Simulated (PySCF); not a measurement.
Job for PySCF: R-HF/3-21G on H2Zn (SMILES [ZnH2]), a point of a bond scan (R = 1.853 Å).

```python
from pyscf import gto, scf, dft, mp
from pyscf.data.elements import chemcore

mol = gto.M(
    atom='''
    Zn    0.00000000    0.00000000    0.00000000
    H     0.00000000    0.00000000    1.85285486
    H    -0.00000000   -0.00000000   -1.54404572
    ''',
    basis='3-21g',
    charge=0, spin=0, verbose=3, max_memory=1800)
mf = scf.RHF(mol)
mf.conv_tol = 1e-8
mf.max_cycle = 100
mf.kernel()
if not mf.converged:
    mf = mf.newton().run(mf.mo_coeff, mf.mo_occ)
```

Task: What total energy does the run end on?

Result: -1770.0673 hartree.
